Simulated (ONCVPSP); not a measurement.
**Reading a pseudo-wave (platinum (Pt))**

Columns: radius, all-electron u(r) and pseudo u(r) of the 5d shell (level -8.14 eV) of platinum in the configuration [Kr] 4d10 4f14 5s2 5p6 5d9 6p1; PBEsol, scalar-relativistic, ONCV scheme, ONCVPSP 4.0.1.

```
r (bohr)  all-electron  pseudo
   0.110        0.2655  0.0032
   0.220       -0.1019  0.0246
   0.330       -0.3875  0.0770
   0.440       -0.3146  0.1641
   0.550       -0.0609  0.2804
   0.660        0.2203  0.4125
   0.770        0.4590  0.5442
   0.880        0.6347  0.6602
   0.990        0.7497  0.7497
   1.100        0.8147  0.8080
   1.210        0.8417  0.8360
   1.320        0.8414  0.8384
   1.430        0.8226  0.8214
   1.540        0.7916  0.7913
   1.650        0.7533  0.7532
   1.760        0.7109  0.7109
   1.870        0.6668  0.6668
   1.980        0.6226  0.6225
   2.090        0.5791  0.5791
   2.200        0.5373  0.5372
   2.310        0.4974  0.4973
   2.420        0.4596  0.4596
   2.530        0.4242  0.4242
   2.640        0.3911  0.3910
   2.750        0.3602  0.3602
   2.860        0.3316  0.3316
```

How many radial nodes do the two functions have?

The all-electron 5d function has n − l − 1 = 2; the pseudo-wave has 0, since the states of the same l below it are removed with the core.

At about which radius was the pseudo-wave matched?

1.75 bohr. The columns agree to 0.0005 from 1.54 bohr on; several derivatives are matched, so the curves merge somewhat inside the radius.

Where does each function peak?

Outermost all-electron maximum near 1.21 bohr, pseudo maximum near 1.32 bohr (to the table’s step).

Is the pseudo-wave norm-conserving?

Yes: the ONCV scheme keeps the norm inside the radius equal to the all-electron one, which fixes the energy derivative of the logarithmic derivative at the level.
